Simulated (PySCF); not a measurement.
PySCF run on Mg3S⁺

The script input.py:

```python
from pyscf import gto, scf

mol = gto.M(
    atom='S 0 0 -0.2677; Mg 2.4225 0 0.1185; Mg -1.2112 2.0979 0.1185; Mg -1.2112 -2.0979 0.1185',
    basis='lanl2dz',
    ecp={'S': 'lanl2dz', 'Mg': 'lanl2dz'},
    charge=1,
    spin=3,
    verbose=3,
)
mf = scf.UHF(mol)
mf.kernel()
mf.dip_moment()
print('orbital energies (hartree):', [e[max(0, n-3):n+3].round(4) for e, n in zip(mf.mo_energy, mol.nelec)])
```

```bash
$ OMP_NUM_THREADS=1 python input.py
```

The log (some set-up lines and the per-cycle HOMO/LUMO lines with their warnings removed):

```
converged SCF energy = -12.1582334883909  <S^2> = 3.7526773  2S+1 = 4.0013384

WARN: System has nonzero charge 1; the dipole moment is origin-dependent.
Location of origin: [0. 0. 0.]

Dipole moment(X, Y, Z, Debye):  0.00046,  0.00000,  0.92765
orbital energies (hartree): [array([-0.4302, -0.4022, -0.4022, -0.1171, -0.1171, -0.096 ]), array([-0.5669, -0.5669, -0.511 , -0.1488, -0.1113, -0.1113])]
```

In short: E(SCF) = -12.158233 Eh, ⟨S²⟩ = 3.753.

Hardware: Arm Neoverse N1, 1 thread, shared host. Wall time 1.1 s.

The dipole of an ion depends on the origin. No search for the lowest solution was made.
